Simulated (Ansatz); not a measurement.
Reaction (ligand exchange at the Si–C bond): `C#C[SiH2]F` + `N[Si](F)(Cl)Cl` → `F[SiH2]N[Si](F)(Cl)Cl` + acetylene

Program: Ansatz. Geometries: PBE0-D4/def2-TZVP. ΔE: electronic, gas phase. CCSD(T)/CBS adds triple-zeta CCSD(T) − MP2 to the extrapolated MP2 energy (def2 sets, frozen cores). This one scheme is used for every species. DFT in def2-TZVPP. HSE06 is defined as in plane-wave codes. One conformer a species, not always the lowest.

`C#C[SiH2]F`:

Cartesian coordinates in Å:
```
C -0.639 1.495 -1.104
C -0.250 0.577 -0.425
Si 0.378 -0.802 0.577
F -0.783 -1.319 1.542
H -0.987 2.306 -1.702
H 0.777 -1.919 -0.305
H 1.503 -0.338 1.416
```

`N[Si](F)(Cl)Cl`:

Z-matrix (Å, degrees):
```
Si
F 1 1.585
Cl 1 2.027 2 105.7
N 1 1.676 2 114.8 3 120.5
Cl 1 2.027 2 105.7 3 -119.0
H 4 1.005 1 122.5 2 -82.5
H 4 1.005 1 122.4 2 83.0
```

`F[SiH2]N[Si](F)(Cl)Cl`:

Z-matrix (Å, degrees):
```
Si
N 1 1.722
F 1 1.596 2 111.3
H 1 1.478 2 108.1 3 117.0
H 1 1.475 2 109.0 3 -118.5
Si 2 1.694 1 129.2 3 90.2
H 2 1.011 1 115.6 3 -86.9
F 6 1.580 2 107.3 1 -12.6
Cl 6 2.027 2 113.2 1 105.7
Cl 6 2.025 2 111.4 1 -132.4
```

`C#C`:

```xyz
4

C     0.261   -0.122   -0.524
C    -0.261    0.122    0.524
H     0.727   -0.340   -1.457
H    -0.727    0.340    1.457
```

```
             level  ΔE (kJ/mol)  difference from CCSD(T)/CBS
            PBE-D4        -26.9                          6.7
         revPBE-D4        -27.7                          5.9
         r2SCAN-D4        -29.4                          4.2
          HSE06-D4        -29.2                          4.4
      CAM-B3LYP-D4        -34.4                         -0.8
           ωB97X-V        -32.5                          1.1
    MP2/def2-TZVPP        -32.5                          1.1
SCS-MP2/def2-TZVPP        -31.8                          1.8
   CCSD/def2-TZVPP        -33.7                         -0.1
     HF/def2-QZVPP        -31.8                          1.8
       CCSD(T)/CBS        -33.6                            0
```

Task: What do rigid-rotor, harmonic-oscillator terms from PBE0-D4/def2-TZVP frequencies (298.15 K, 1 bar) make of the CCSD(T)/CBS value? (An estimate is asked.)

Result: Computed: ΔZPE = -1.4 kJ/mol, ΔH = -34.2 kJ/mol, ΔS = -23 J/(mol·K), ΔG = -27.3 kJ/mol. Modes under 50 cm⁻¹ make the entropy rough.

Largest T1 diagnostic among the species: 0.013.

Leaving LDA and LC-ωPBE aside and taking each functional with its dispersion term where it has one, the values, not all of them listed here, spread over 8.9 kJ/mol, from BHLYP-D4 to PBE-D4. LDA lies −6.5 kJ/mol from PBE without D4. The D4 term adds −6.9 kJ/mol with B3LYP and −4.2 kJ/mol with PBE0; it sums over pairs of atoms, weighted by their polarisabilities, and B3LYP, whose exchange is more repulsive, gets the larger term. From BLYP to BHLYP (50 % exact exchange), in def2-TZVPP and without D4, ΔE moves by −6.6 kJ/mol.

B3LYP here is the variant with VWN-RPA as its local correlation; programs differ in this.
